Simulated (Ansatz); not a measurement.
Species: TiO2, net charge 0, singlet state. SMILES: [O]=[Ti]=[O]
Geometry: optimised at B3LYP-D3(BJ)/def2-TZVP (Ansatz, an electronic-structure program).

Property: vertical ionisation energy (to the doublet state of charge +1; each state is the SCF solution reached for its spin; the UHF <S^2> is 1.37 for the doublet (pure: 0.75); for the doublet T1 is 0.104; for the singlet T1 is 0.040), in eV. Cores are frozen in the correlated levels unless marked. Open shells are spin-unrestricted. No spin-orbit coupling. Frozen are the shells of the preceding noble gas and the d and f shells that filled before the atom's block. Non-relativistic. CBS marks a two-point X^-3 extrapolation of the correlation energy; Hartree-Fock from the larger set. The bracket is a focal-point correction in the basis named.

| level | program | vertical ionisation energy (eV) |
|---|---|---|
| HF/def2-SVPD | Ansatz | 7.63 |
| SVWN5/def2-TZVPD | Ansatz | 10.01 |
| PBE/def2-TZVPD | Ansatz | 9.64 |
| B2PLYP/def2-TZVPD | Ansatz | 10.15 |
| RI-MP2/def2-TZVPPD | Ansatz | 12.55 |
| RI-MP2/def2-QZVPPD | Ansatz | 12.66 |
| RI-MP2/CBS(def2-TZVPPD,def2-QZVPPD) | Ansatz | 12.75 |

Problem. Predict the RI-MP2/CBS(def2-TZVPPD,def2-QZVPPD)+[CCSD(T)-MP2]/def2-TZVPPD result (Ansatz).

Solution. 9.86 eV
